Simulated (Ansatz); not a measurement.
Start from `C[O][GeH]([Cl])[SeH]` and change one atom or group to get `[Cl][GeH2][SeH]`.

Ansatz, PBE0-D4/def2-TZVP geometries, multiplicity 1. Each molecule was computed in one conformer, which needn't be the lowest.

Scalar relativity is left out up to krypton. Spin–orbit coupling is left out; it splits and shifts lone-pair levels of the heavy atoms by tenths of an eV.

```tsv
property	`C[O][GeH]([Cl])[SeH]`
HOMO–LUMO gap (B3LYP/def2-TZVPP) / eV	5.95
LUMO energy (B3LYP/def2-TZVPP) / eV	-1.28
HOMO energy (ωB97M-V/def2-TZVPP) / eV	-9.68
size of the dipole moment (PBE/def2-TZVPP) / D	0.94
HOMO energy (PBE0/def2-TZVPP) / eV	-7.49
HOMO–LUMO gap (PBE0/def2-TZVPP) / eV	6.49
```

What does the change do to each property? (An estimate is asked.)

Computed: 
```tsv
property	`[Cl][GeH2][SeH]`	shift
HOMO–LUMO gap (B3LYP/def2-TZVPP) / eV	5.99	0.04
LUMO energy (B3LYP/def2-TZVPP) / eV	-1.05	0.23
HOMO energy (ωB97M-V/def2-TZVPP) / eV	-9.45	0.23
size of the dipole moment (PBE/def2-TZVPP) / D	2.08	1.14
HOMO energy (PBE0/def2-TZVPP) / eV	-7.29	0.20
HOMO–LUMO gap (PBE0/def2-TZVPP) / eV	6.53	0.04
```

Dipoles are sizes alone; their direction can turn.

B3LYP here is the variant with VWN-RPA as its local correlation; programs differ in this.
